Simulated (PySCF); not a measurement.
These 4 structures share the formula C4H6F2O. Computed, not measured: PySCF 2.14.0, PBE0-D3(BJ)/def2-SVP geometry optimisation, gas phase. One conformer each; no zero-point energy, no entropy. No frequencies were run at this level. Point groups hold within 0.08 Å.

Question: Rank from lowest to highest electronic energy at this level (kcal/mol).
A. `[F:1][CH:2]([F:3])[CH:4]1[CH2:5][O:6][CH2:7]1` with F1–C2–C4–C5 -167°
B. `[F:1][CH:2]([F:3])[C@@H:4]1[CH2:5][CH2:6][O:7]1` with F1–C2–C4–C5 42°
C. `[CH2:1]=[C:2]([CH2:3][F:4])[O:5][CH2:6][F:7]` with C1–C2–C3–F4 -3°, C1–C2–O5–C6 -16°, C2–O5–C6–F7 74°
D. `[CH3:1][O:2]/[C:3](=[CH:4]\[F:5])[CH2:6][F:7]` with C1–O2–C3–C4 3°, O2–C3–C6–F7 180°

Answer: B (0.0), A (2.1), C (4.1), D (14.0).

As drawn, the lowest has a four-membered ring and two fluorines on one carbon, which the highest lacks; the highest has a C=C bond outside aromatic rings, which the lowest lacks. Neighbours under 2.5 kcal/mol apart (FC(F)[C@@H]1CCO1 and FC(F)C1COC1; FC(F)C1COC1 and C=C(CF)OCF) can change places with a better method, another conformer or zero-point energy.

```tsv
SMILES	E (Eh)	E rel (kcal/mol)	dipole (D)	point group	A, B, C (MHz)
FC(F)[C@@H]1CCO1	-430.13913	0.0	1.54	C1	5147, 1996, 1879
FC(F)C1COC1	-430.13574	2.1	0.53	–	5281, 1880, 1501
C=C(CF)OCF	-430.13266	4.1	2.09	C1	7263, 1351, 1199
CO/C(=C\F)CF	-430.11678	14.0	1.60	–	3976, 1889, 1302
```

Question: As an exercise, what shares would exp(−E/RT) give at 2000 K from these electronic energies alone (no entropy, no degeneracies)?

Answer: RT = 3.974 kcal/mol: FC(F)[C@@H]1CCO1 50.6 %, FC(F)C1COC1 29.7 %, C=C(CF)OCF 18.2 %, CO/C(=C\F)CF 1.5 %.
